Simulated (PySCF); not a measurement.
# Correlation energy of P (phosphorus, neutral)

[Ne] 3s2 3p3, high-spin 4S determinant. All numbers are calculated (PySCF 2.14, the non-relativistic Hamiltonian (point nucleus), in def2-TZVP). Frozen: [Ne]; 5 electrons correlated.

MP2 pair energies summed by pair of shells (mhartree):

```
 pair  energy  share (%)
3s-3p  -52.85       64.9
3p-3p  -18.36       22.6
3s-3s  -10.17       12.5
```

Total MP2 correlation energy: -81.38 mhartree.

Same-spin part -22.27 and opposite-spin part -59.11 mhartree; SCS-MP2 scales them by 1/3 and 6/5 to -78.36 mhartree.

```
  level  correlation energy (mhartree)
   CCSD                         -99.77
    (T)                          -3.76
CCSD(T)                        -103.53
```

Diagnostics: T1 = 0.0039, D1 = 0.0064, largest double amplitude 0.062.

Cost of the coupled-cluster step: 0.58 s of wall time on 1 thread of Neoverse-V1 (shared host), for 5 correlated electrons.

Iterations:

```
CC2 = 0
CCSD nocc = (np.int64(4), np.int64(1)), nmo = (32, 32)
frozen orbitals [[0, 1, 2, 3, 4], [0, 1, 2, 3, 4]]
max_cycle = 100
direct = 0
conv_tol = 1e-08
conv_tol_normt = 1e-06
diis_space = 8
diis_start_cycle = 0
Init t2, MP2 energy = -0.0813830506307955
Init E_corr(UCCSD) = -0.0813830506315203
cycle = 1  E_corr(UCCSD) = -0.0956701195338567  dE = -0.0142870689  norm(t1,t2) = 0.0442747
cycle = 2  E_corr(UCCSD) = -0.0985955229173414  dE = -0.00292540338  norm(t1,t2) = 0.0127039
cycle = 3  E_corr(UCCSD) = -0.0997827086643073  dE = -0.00118718575  norm(t1,t2) = 0.00465006
cycle = 4  E_corr(UCCSD) = -0.0997679456338961  dE = 1.47630304e-05  norm(t1,t2) = 0.000677568
cycle = 5  E_corr(UCCSD) = -0.0997670482194517  dE = 8.97414444e-07  norm(t1,t2) = 7.51515e-05
cycle = 6  E_corr(UCCSD) = -0.099766628830044  dE = 4.19389408e-07  norm(t1,t2) = 1.53937e-05
cycle = 7  E_corr(UCCSD) = -0.0997669449313771  dE = -3.16101333e-07  norm(t1,t2) = 3.5858e-06
cycle = 8  E_corr(UCCSD) = -0.0997668327918603  dE = 1.12139517e-07  norm(t1,t2) = 4.67917e-07
cycle = 9  E_corr(UCCSD) = -0.0997668506392999  dE = -1.78474396e-08  norm(t1,t2) = 7.57234e-08
cycle = 10  E_corr(UCCSD) = -0.0997668498785123  dE = 7.60787572e-10  norm(t1,t2) = 1.03383e-08
UCCSD converged
E(UCCSD) = -340.8096294742153  E_corr = -0.09976684987851234
UCCSD(T) correction = -0.00375866176365897
```
